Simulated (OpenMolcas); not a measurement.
## V2+: effect of the IPEA shift

```
Program             : OpenMolcas 26.06
Basis               : ANO-RCC-VTZP [6s5p3d2f1g]
Scalar Hamiltonian  : DKH2, point nucleus
Active space        : 3 electrons in 5 orbitals (3d)
State averaging     : 2S+1 = 4 even, 10 roots; 2S+1 = 2 even, 40 roots
Spin-orbit coupling : RASSI with atomic mean-field integrals over the reference wave functions, term energies averaged over their components
```

Methods on the same reference wave functions:
A. CASSCF
B. MS-CASPT2, IPEA 0 Eh, imaginary shift 0.1 Eh (closed shells correlated: 3s 3p)
C. MS-CASPT2, IPEA 0.25 Eh, imaginary shift 0.1 Eh (closed shells correlated: 3s 3p)

Energies in cm⁻¹ above 3d³ ⁴F_3/2, the measured ground level; measured values from Sugar and Corliss, J. Phys. Chem. Ref. Data 7, 1191 (1978).

```csv
Level,A,B,C,Measured
3d³ ⁴F_3/2,0.0,0.0,0.0,0.0
3d³ ⁴F_5/2,153,155,154,146
3d³ ⁴F_7/2,365,367,366,342
3d³ ⁴F_9/2,631,632,632,584
3d³ ⁴P_1/2,14866,11760,12080,11514
3d³ ⁴P_3/2,14940,11830,12140,11592
3d³ ²G_7/2,15007,11310,11840,11966
3d³ ⁴P_5/2,15112,12010,12320,11770
3d³ ²G_9/2,15232,11540,12070,12187
3d³ ²P_1/2,19826,15090,15530,15580
3d³ ²H_9/2,19845,16760,17120,16811
3d³ ²P_3/2,19932,15080,15570,15550
3d³ ²H_11/2,20021,16940,17300,16978
3d³ ²D_3/2(1),21536,15910,16510,16330
3d³ ²D_5/2(1),21717,15990,16630,16375
3d³ ²F_7/2,34273,27800,28360,27728
3d³ ²F_5/2,34371,27890,28450,27847
3d³ ²D_5/2(2),53498,43760,44170,42267
3d³ ²D_3/2(2),53615,43890,44290,42371
```

Deviations, from unrounded energies. A percentage is the sum of absolute deviations over the sum of measured energies, with the sign that they share, or ± where signs differ.

| Against measurement | Levels | A | B | C |
| --- | --- | --- | --- | --- |
| mean absolute deviation (cm-1) | 18 | 4300 | 390 | 450 |
| fine structure of the ground term (%) | 3 | +7.3 | +7.7 | +7.6 |
| other terms of the ground configuration (%) | 15 | +25.9 | ±2.4 | ±2.7 |

B lies closest to measurement on these levels and A furthest from it. The largest miss of B in the table is 3d³ ²D_3/2(2), by +1500 cm-1. The ranking rests on the paired levels alone, and a cruder setting can come out closer through cancelling errors.

Between B and C the level of the table that moves most is 3d³ ²D_5/2(1), by 640 cm-1 (lowest in B, highest in C). Moves below CASPT2's spread within the term are not significant.

The mean deviations of B to C differ by less than CASPT2's widest spread within a term (1200 cm-1), so their order carries little weight.

From A to B the spin-free energies of the other terms of 3d³ shown, above ⁴F, scale by factors of 0.73 to 0.84, as is usual when dynamic correlation screens the repulsion within a d or f shell.

The lowest spin-free term lies below A's lowest term by 0.340 hartree in B, 0.332 hartree in C.

CASPT2 does not keep the components of a term degenerate, so their means are used; among the terms shown or strongly mixed into the levels shown the widest spread is 1200 cm-1 (3d³ ⁴F, B). Without dynamic correlation excited terms often stand tens of per cent too high (terms of higher spin than the ground term too low), and those without a measured partner can miss by more than the paired ones (holds for A). Some levels mix across a computed gap that differs much from the measured one, so their mixing is not that of the real levels (holds for A). The CASPT2 spread within a term exceeds the gap to the next term for 3d³ ²G and 3d³ ⁴P, so the order of their levels is uncertain (holds for C). Computed and measured levels are paired by configuration, term and J; levels that our copy of the source lacks, or whose pairing is in doubt (as where it misses far off the trend of its configuration), stay unpaired and out of the deviations. Levels of configurations outside the active space are missing.

A number in round brackets counts repeated terms of one configuration in the order of the reference energies.
